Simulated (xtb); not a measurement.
Si(I)(Me)(OH)2 (CH5IO2Si), SMILES C[Si](O)(O)I. All values are semi-empirical tight-binding results from xtb (GFN2-xTB unless named), good for trends rather than for accurate numbers. Geometry: GFN2-xTB. This is a generated structure with no PubChem entry under its InChIKey; it may be hypothetical. The values are those of a single conformer.

Computed properties:
- orbital gap = 6.48 eV
- zero-point energy = 41.1 kcal/mol
- G − E(el) at 298.15 K (modified RRHO) = 19.7 kcal/mol
- static polarisability (D4 model) = 86.1 bohr³
- solvation energy, GFN2-xTB/ALPB(water) = -9.3 kcal/mol
- solvation energy, GFN2-xTB/ALPB(acetonitrile) = -10.7 kcal/mol
